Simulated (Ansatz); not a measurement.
GeH$_{6}$OSSi (`[OH][GeH2][SiH2]S`). Total charge 0; spin multiplicity 1. The structure was optimised at the PBE0-D4/def2-TZVP level. It is one conformer, not always the lowest.

```xyz
10

O    -0.606   -0.119    1.709
Ge   -0.123   -1.117    0.294
Si    0.739    0.579   -1.138
S    -0.512    2.280   -0.813
H    -1.103   -0.607    2.368
H     0.893   -2.184    0.759
H    -1.374   -1.832   -0.261
H     2.170    0.843   -0.825
H     0.638    0.203   -2.571
H    -0.724    1.954    0.477
```

Question: What is the dipole moment at B3LYP/def2-TZVPP? (Estimate.)

Answer: Computed: 2.01 D, with components (-0.09, -1.93, 0.55) D in this frame, pointing from negative to positive charge.

Question: And with PBE, r2SCAN, ωB97M-V? (An estimate is asked.)

Answer: The calculation gave: PBE 1.93 D, r2SCAN 2.00 D, ωB97M-V 2.04 D.

Question: Give the Mulliken charges with B3LYP, PBE, ωB97M-V in def2-TZVPP. (An estimate is asked.)

Answer: The calculation gave: 
| atom | B3LYP | PBE | ωB97M-V |
| --- | --- | --- | --- |
| O1 | -0.45 | -0.41 | -0.44 |
| Ge2 | 0.31 | 0.29 | 0.23 |
| Si3 | 0.26 | 0.19 | 0.18 |
| S4 | -0.28 | -0.26 | -0.26 |
| H5 | 0.17 | 0.18 | 0.17 |
| H6 | -0.03 | -0.03 | 0.00 |
| H7 | -0.03 | -0.03 | 0.00 |
| H8 | -0.06 | -0.05 | -0.02 |
| H9 | -0.05 | -0.04 | -0.01 |
| H10 | 0.14 | 0.15 | 0.15 |

B3LYP here is the variant with VWN-RPA as its local correlation; programs differ in this.
